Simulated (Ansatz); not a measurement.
`[CH3][GeH2][GeH3]` → `[CH3][GeH3]` + `[GeH2]` at 298.15 K and 1 bar (germylene loss).

Calculated with Ansatz (gas phase, PBE0-D4/def2-TZVP geometries, no zero-point term in ΔE). CBS: MP2 limit from def2 TZ/QZ plus the TZ coupled-cluster correction, frozen cores. For Ge outer-core shells are correlated without core-valence functions, which leaves a few kJ/mol of doubt a bond. Scalar relativity is left out up to krypton.

| species | CCSD(T)/CBS energy (Eh) | H − E (kJ/mol) | S (J/(mol·K)) |
| --- | --- | --- | --- |
| `[CH3][GeH2][GeH3]` | -4195.09161 | 219.6 | 355.2 |
| `[CH3][GeH3]` | -2117.76728 | 170.1 | 269.4 |
| `[GeH2]` | -2077.24753 | 38.7 | 220.4 |

H − E and S are ideal-gas, rigid-rotor, harmonic terms from PBE0-D4/def2-TZVP. 1 Eh = 2625.50 kJ/mol, R = 8.31446 J/(mol·K).

Task: By hand: ΔE, ΔH, ΔS and ΔG.

Result: ΔE = (-2117.76728) + (-2077.24753) − (-4195.09161) = 0.07680 Eh = 201.6 kJ/mol. Δ(H − E) = 170.1 + 38.7 − 219.6 = -10.8, so ΔH = 190.8 kJ/mol. ΔS = 269.4 + 220.4 − 355.2 = 134.6 J/(mol·K). ΔG = 190.8 − 298.15 × (134.6)/1000 = 150.7 kJ/mol.

Task: By hand: the equilibrium constant, and the temperature at which ΔG would vanish if ΔH and ΔS stayed fixed.

Result: log₁₀ K = −ΔG/(RT ln 10) = -26.4. ΔG = 0 at ΔH/ΔS = 1418 K.

The number of gas molecules changes by +1, which sets the sign of ΔS. A doubt of 5 kJ/mol in ΔE shifts log₁₀ K by 0.9 here. These are equilibria of isolated gas molecules and say nothing of rates. Largest T1 diagnostic: 0.012 (customary marks: 0.02 for closed shells, 0.045 for open ones).
